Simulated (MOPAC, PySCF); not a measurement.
System: BrCl, charge 0, multiplicity 1. SMILES: BrCl
Structure (B3LYP-D3(BJ)/def2-TZVP (Ansatz) minimum search):
```xyz
2

Cl     0.0000     0.0000    -1.4574
Br     0.0000     0.0000     0.7079
```
Charge 0, spin multiplicity 1.

Unscaled harmonic wavenumbers (cm⁻¹) in rising order, each level at the stationary point that it reaches from this structure (no distance between atoms moves by over 0.3 Å); the order of modes can differ between levels, and a negative number is imaginary. B3LYP-D3(BJ)/def2-TZVP (PySCF, at the structure above): 428.

AM1 (MOPAC): 581. Zero-point energy 0.8 against 0.6 kcal/mol; where all levels lie over 400 cm⁻¹, the wavenumbers are on average 1.358 times those of B3LYP-D3(BJ)/def2-TZVP.

PM7 (MOPAC): 477. Zero-point energy 0.7 against 0.6 kcal/mol; where all levels lie over 400 cm⁻¹, the wavenumbers are on average 1.115 times those of B3LYP-D3(BJ)/def2-TZVP.
